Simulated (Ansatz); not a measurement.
Reaction (hydrogen abstraction from the Si–H bond): `[SiH3][SeH]` + `[OH]`• → `[SiH2][SeH]`• + H₂O

Program: Ansatz. Geometries: PBE0-D4/def2-TZVP. ΔE: electronic, gas phase. CCSD(T)/CBS adds triple-zeta CCSD(T) − MP2 to the extrapolated MP2 energy (def2 sets, frozen cores). This one scheme is used for every species. DFT in def2-TZVPP. Open shells (•) are unrestricted, without spin–orbit coupling. For Se outer-core shells are correlated without core-valence functions, which leaves a few kJ/mol of doubt a bond. Scalar relativity is left out up to krypton.

Problem. Is it downhill or uphill in electronic energy at CCSD(T)/CBS, and by how much? (Estimate.)

Solution. The calculation gave: Downhill: ΔE = -132.9 kJ/mol.

Problem. What do these levels give: BLYP-D4, B97M-V, ωB97M-V, r2SCANh, r2SCAN0, HF/def2-TZVPP? (Best estimate.)

Solution. Computed: BLYP-D4 -138.9, B97M-V -125.0, ωB97M-V -123.7, r2SCANh -129.3, r2SCAN0 -122.4, HF/def2-TZVPP -51.7 kJ/mol.

Largest T1 diagnostic among the species: 0.014.

From r2SCAN to r2SCAN0 (25 % exact exchange), in def2-TZVPP and without D4, ΔE moves by +11.5 kJ/mol. Leaving LDA and LC-ωPBE aside and taking each functional with its dispersion term where it has one, the values, not all of them listed here, spread over 49.7 kJ/mol, from PBE-D4 to BHLYP-D4. LDA lies −37.8 kJ/mol from PBE without D4.
